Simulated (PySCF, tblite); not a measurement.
A set of runs on `C=C/C([SiH2])=C/[SiH3]` [radical]; the geometry of each is named by its level. Settings lines and outputs come from a driver script.

C4H9Si2 (doublet state).
Atom-mapped SMILES: `[CH2:1]=[CH:2]/[C:3]([SiH2:4])=[CH:5]/[SiH3:6]` (hydrogens: H7, H8 on C1; H9 on C2; H10, H11 on Si4; H12 on C5; H13, H14, H15 on Si6)

Step 1: GFN2-xTB geometry optimisation, gas phase (tblite 0.8.0) (from a force-field or distance-geometry start)
```json
{"job": {"kind": "relax", "xc": "GFN2-xTB", "basis": "xTB"}, "charge": 0, "multiplicity": 2}
```
```
step      E/eV     max force
  0    -448.11364    1.856
  1    -448.16081    1.636
  2    -448.20408    0.475
...
 73    -448.64723    0.015
 74    -448.64726    0.018
 75    -448.64731    0.020
 76    -448.64734    0.014
 77    -448.64737    0.010
```

Energy lowered by 12.3 kcal/mol over 77 steps; largest atomic force 0.010 eV/Å at the end. «max force» is the largest atomic force in eV/Å.

Step 2: GFN2-xTB harmonic vibrations, gas phase (tblite 0.8.0) (on the GFN2-xTB geometry)
```json
{"job": {"kind": "ir", "xc": "GFN2-xTB", "basis": "xTB"}, "charge": 0, "multiplicity": 2}
```
```
(table of modes left out)
```

39 modes from 58 to 3121 cm⁻¹ (unscaled, harmonic); zero-point energy 63.8 kcal/mol; all wavenumbers are real at this level.

Step 3: UKS B3LYP, pcH-1 on C H Si, non-relativistic, mean-field spin-orbit, GIAO (PySCF 2.14.0) (on the GFN2-xTB geometry)
```json
{"job": {"kind": "epr", "basis": "pcH-1"}, "charge": 0, "multiplicity": 2}
```
```
...
E = -736.76015278 Eh   <S^2> = 0.7702 (exact 0.7500)
g shifts (ppm)      1          2          3
  rmc          -121       -121       -121
  gc             -2         29         31
  oz_so          -4       1737       2295
  total        -127       1645       2206
hyperfine (MHz)  atom isotope    a_iso     a_fc   dipolar eigenvalues
    0   13C      -3.76      -3.77     -8.97      4.14      4.83
    1   13C       6.52       6.53     -2.97     -1.81      4.78
    2   13C     -32.37     -32.37    -17.30      7.07     10.23
    3  29Si    -142.30    -143.39   -172.12     85.84     86.28
    4   13C      29.45      29.51    -25.49    -24.19     49.68
    5  29Si      13.88      13.90     -1.27     -0.44      1.71
    6    1H       4.69       4.69     -0.96     -0.39      1.35
    7    1H       4.21       4.21     -3.56     -2.49      6.05
    8    1H      -5.39      -5.39     -1.20     -0.90      2.10
    9    1H     -42.35     -42.37    -10.88      4.01      6.87
   10    1H     -43.96     -43.99    -11.81      4.25      7.56
   11    1H     -20.79     -20.78    -12.53     -0.28     12.82
   12    1H      -0.49      -0.49     -1.40     -1.15      2.55
   13    1H      13.92      13.92     -1.67     -0.64      2.31
   14    1H      11.09      11.09     -1.89     -0.59      2.48
```

⟨S²⟩ 0.770; g_iso 2.0036. rmc, gc and oz_so are the mass-correction, gauge-correction and orbital-Zeeman/spin–orbit parts of the g shift along its three principal axes; a_iso is the isotropic hyperfine coupling and a_fc its Fermi-contact part. The log counts atoms from 0, this text from 1.

**Question.** Which step took the most CPU time, and about what did each take on one thread of an Intel Xeon at 2.70 GHz, on a shared host?

**Answer.** Step 3, about 98 % of the total. CPU time by step: 1: 1.1 s, 2: 1.2 s, 3: 1.8 min.

Geometry of the electronic-property runs (GFN2-xTB):
```
atom  x, y, z in Å
C1     2.3270    1.5403   -0.0941
C2     1.4316    0.7543    0.4950
C3     0.2330    0.1831   -0.1084
Si4   -0.4259    0.9133   -1.6545
C5    -0.3605   -0.8874    0.5173
Si6   -1.8843   -1.8150   -0.0069
H7     3.1877    1.9087    0.4382
H8     2.2416    1.8398   -1.1255
H9     1.5971    0.4662    1.5279
H10   -1.5783    0.3559   -2.3354
H11    0.0244    2.1989   -2.1614
H12    0.1303   -1.2378    1.4196
H13   -2.1416   -2.8808    0.9649
H14   -1.7356   -2.4139   -1.3437
H15   -3.0510   -0.9176   -0.0603
```

 (This holds for the electronic-property runs.)

One conformer stands for the species.
